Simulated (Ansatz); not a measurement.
`[OH][Ge]([SiH3])([Cl])[Cl]` + H₂O → `[OH][Ge]([OH])([SiH3])[Cl]` + HCl at 298.15 K and 1 bar (formal hydrolysis of a Ge–Cl bond).

Program: Ansatz. Geometries: PBE0-D4/def2-TZVP. ΔE: electronic, gas phase. CBS: MP2 limit from def2 TZ/QZ plus the TZ coupled-cluster correction, frozen cores. This one scheme is used for every species. For Ge outer-core shells are correlated without core-valence functions, which leaves a few kJ/mol of doubt a bond. Scalar relativity is left out up to krypton. Each species was taken in one conformer, which may not be the lowest.

```csv
species,CCSD(T)/CBS energy (Eh),H − E (kJ/mol),S (J/(mol·K))
`[OH][Ge]([SiH3])([Cl])[Cl]`,-3362.44616,135.6,402.7
H₂O,-76.37941,66.4,188.7
`[OH][Ge]([OH])([SiH3])[Cl]`,-2978.42975,168.5,400.2
HCl,-460.38127,26.6,186.8
```

H − E and S are ideal-gas, rigid-rotor, harmonic terms from PBE0-D4/def2-TZVP, for one conformer and one mirror image of each species. 1 Eh = 2625.50 kJ/mol, R = 8.31446 J/(mol·K).

**Question.** By hand: ΔE, ΔH, ΔS and ΔG.

**Answer.** ΔE = (-2978.42975) + (-460.38127) − (-3362.44616) − (-76.37941) = 0.01455 Eh = 38.2 kJ/mol. Δ(H − E) = 168.5 + 26.6 − 135.6 − 66.4 = -6.9, so ΔH = 31.3 kJ/mol. ΔS = 400.2 + 186.8 − 402.7 − 188.7 = -4.4 J/(mol·K). ΔG = 31.3 − 298.15 × (-4.4)/1000 = 32.6 kJ/mol.

**Question.** By hand: the equilibrium constant, and the temperature at which ΔG would vanish if ΔH and ΔS stayed fixed.

**Answer.** log₁₀ K = −ΔG/(RT ln 10) = -5.7. ΔH and −TΔS have one sign here, so there is no such temperature. One of them is within its doubt of zero, so this could turn.

The number of gas molecules stays the same, so ΔS is small and ΔH decides. A doubt of 5 kJ/mol in ΔE shifts log₁₀ K by 0.9 here. Other conformers and mirror images would add mixing entropy, several J/(mol·K) or more a flexible species. These are equilibria of isolated gas molecules and say nothing of rates. Largest T1 diagnostic: 0.012 (customary marks: 0.02 for closed shells, 0.045 for open ones).
